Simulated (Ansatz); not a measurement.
Basis-set extrapolation for `O[Si](O)(F)Cl` (PBE0-D4/def2-TZVP geometry, frozen core, the Gaussian-basis code of Ansatz). Multiplicity 1, RHF reference.

|  | def2-TZVPP | def2-QZVPP |
| --- | --- | --- |
| HF | -999.152927 | -999.187722 |
| MP2 correlation | -1.026825 | -1.121025 |
| CCSD(T) correlation | -1.084441 | -1.176914 |

Energies in hartree. Use E(X) = E(∞) + A·exp(−7.88·√X) for Hartree–Fock and E(X) = E(∞) + B·X^(−2.97) for correlation, with X = 3 and 4.

Problem. What is the CCSD(T) energy at the basis-set limit?

Solution. HF limit: -999.187722 + (-0.034795) × 0.13774 = -999.19251. Correlation limit: -1.176914 + (-0.092473) × 0.74074 = -1.24541. Total: -1000.43792 hartree, 526.5 kJ/mol below CCSD(T)/def2-TZVPP.
